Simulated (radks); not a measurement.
The numbers below are computed, except where a source is named.
Ionisation of Nb2+, [Kr] 4d3, to Nb3+, [Kr] 4d2, under several functionals. Scalar-relativistic Kohn-Sham, spin-polarised, spherical densities, point nucleus; open shells are filled with parallel spins first (spin-orbit coupling, left out, can overturn this in heavy ions); a radial shooting solver on a logarithmic mesh with Libxc functionals.

functional,E(Nb2+) (hartree),Exc (hartree),IE (eV),-e(HOMO) (eV),<r> HOMO (bohr),IE error (eV)
revPBE,-3819.11826,-118.49775,25.500,19.931,1.838,+0.460
"LDA (Slater exchange, Perdew-Zunger correlation)",-3814.81713,-114.13414,25.617,20.055,1.846,+0.577
exchange-only LDA,-3811.14820,-110.40767,24.517,19.055,1.875,-0.523
XLYP,-3819.84851,-119.21984,25.360,19.770,1.850,+0.320
AM05,-3815.03899,-114.36828,25.495,19.934,1.838,+0.455

NIST Atomic Spectra Database: 25.040 eV (semi-empirical). Closest: XLYP. The Delta-SCF values span 1.10 eV, the total energies 8.70 hartree. The highest occupied level is 4d. Open shells are spherical and high-spin; term and fine-structure splittings are not resolved.
